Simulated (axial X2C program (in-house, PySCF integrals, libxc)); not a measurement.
## CSe⁻: from Re and ωe to a spectrum

A bond curve at the CCSD(T) level, 2c, was computed with an in-house relativistic program for diatomic molecules (basis Se dyall-acv3z [9s10p7d5f1g], C dyall-av3z [8s7p3d2f] (cores contracted in-house)) for the state Ω = 1/2 (⟨Sz⟩ = -0.50, ⟨Lz⟩ = 1.00 at HF). Its fit gives Re = 1.7846 Å, ωe = 809.4 cm⁻¹, ωexe = 4.55 cm⁻¹ and αe = 4.019e-03 cm⁻¹; the masses are 79.9165 and 12.0000 u. Two-component means X2C with spin–orbit coupling and atomic mean-field Coulomb and Gaunt terms.

Correlated methods: 11 electrons correlated (number of frozen shells: Se 3 s, 2 p, 1 d; C 1 s), 247 virtual spin orbitals or spinors in MP2, 90 natural virtuals in coupled cluster.

(1) Find the reduced mass, Be and the force constant.

(2) Where do the fundamental and the first overtone lie?

(3) Estimate the centrifugal constant by the Kratzer relation.

(4) A Morse curve ties αe to the other constants (Pekeris). How well does that hold?

(5) Estimate De from a Morse curve and compare with the computed well depth of 4.339 eV to Se- + C.

The state is one determinant whose occupation by symmetry is held fixed; it was picked as the lowest of a PBE0 search that is not exhaustive. Dissociation energies refer to the lowest single-determinant-based atoms at the same level and basis. Coupled cluster ran in a truncated set of natural virtual spinors; the MP2 energy of the rest was added. (T) has no such correction and the atoms are truncated less, which lowers De at CCSD(T) by a hundredth of an eV or more. The 2c atoms are single determinants rather than J levels; their spin–orbit lowering is only partly caught, and De is too large by that part. This holds for CCSD(T).

## Answers

(1) From the CCSD(T) values: μ = 10.4334 u. Be = 16.8576/(μ Re²) = 0.5073 cm⁻¹. k = 5.8918×10⁻⁷ μ ωe² = 4.03 mdyn/Å.

(2) ν(1←0) = ωe − 2ωexe = 800.3 cm⁻¹; ν(2←0) = 2ωe − 6ωexe = 1591.5 cm⁻¹.

(3) D = 4Be³/ωe² = 7.97e-07 cm⁻¹.

(4) αe(Morse) = 6Be²/ωe × (√(ωexe/Be) − 1) = 3.806e-03 cm⁻¹; the CCSD(T) curve gives 4.019e-03 cm⁻¹, a ratio of 0.95.

(5) De(Morse) = ωe²/(4ωexe) = 4.463 eV against 4.339 eV computed, a ratio of 1.03. For De the Morse form works well here.
